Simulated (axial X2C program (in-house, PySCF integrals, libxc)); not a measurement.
## Tb⁺: configurations by level of theory

Calculated with an axial X2C code built on PySCF integrals, basis dyall-v3z (cores contracted in-house), spin-free (one-electron X2C) and two-component (2c, atomic mean-field Coulomb and Gaunt terms). Energies in eV from the lowest row of each column (rows without correlated energies are left out; n/a marks j-coupled starts, which PBE0 does not hold); electrons by l are Mulliken totals of the Hartree–Fock solution, and PBE0 can relax to another configuration under the same block occupation. Coupled cluster uses truncated natural virtuals with an MP2 remainder. Frozen shells in the correlated columns: 4 s, 3 p, 2 d.

Spin-free determinants:

| electrons by l | M_S, M_L | HF | MP2 | PBE0 |
| --- | --- | --- | --- | --- |
| s11 p24 d20 f9 | 3, 5 | 0.00 | 0.00 | 0.37 |
| s11 p24 d20 f9 | 3, 4 | 0.05 | 0.02 | 0.04 |
| s11 p24 d20 f9 | 3, 2 | 0.21 | 0.16 | 0.01 |
| s11 p24 d20 f9 | 2, 4 | 0.17 | 0.17 | 0.23 |
| s11 p24 d20 f9 | 3, 3 | 0.31 | 0.22 | 0.00 |
| s11 p24 d20 f9 | 3, 0 | 0.36 | 0.28 | 0.13 |
| s11 p24 d20 f9 | 2, 2 | 0.33 | 0.30 | 0.19 |
| s11 p24 d20 f9 | 2, 3 | 0.43 | 0.36 | 0.19 |

Two-component determinants:

```json
{"electrons by l": "s11 p24 d20 f9", "2M_J": "16", "HF": "0.00", "MP2": "0.00", "PBE0": "0.22"}
{"electrons by l": "s11 p24 d20 f9", "2M_J": "14", "HF": "0.14", "MP2": "0.11", "PBE0": "0.00"}
{"electrons by l": "s11 p24 d20 f9", "2M_J": "12", "HF": "0.49", "MP2": "0.40", "PBE0": "0.05"}
{"electrons by l": "s11 p24 d20 f9", "2M_J": "10", "HF": "0.48", "MP2": "0.42", "PBE0": "0.16"}
{"electrons by l": "s11 p24 d20 f9", "2M_J": "10", "HF": "0.61", "MP2": "0.54", "PBE0": "0.24"}
{"electrons by l": "s11 p24 d20 f9", "2M_J": "8", "HF": "0.60", "MP2": "0.56", "PBE0": "0.34"}
{"electrons by l": "s11 p24 d20 f9", "2M_J": "12", "HF": "0.78", "MP2": "0.63", "PBE0": "0.37"}
{"electrons by l": "s11 p24 d20 f9", "2M_J": "6", "HF": "0.80", "MP2": "0.72", "PBE0": "0.46"}
```

Single determinants need not be terms or J levels, so several rows can belong to one term; PBE0 has no current term and treats spin collinearly, and Hartree–Fock breaks spherical symmetry, which spreads rows that should be degenerate. The search is wide but not exhaustive and can miss a configuration; gaps between s and d configurations can be off by some tenths of an eV with this basis and core.

The run took 2.7 min on 1 thread of Arm Neoverse V1 (shared host).
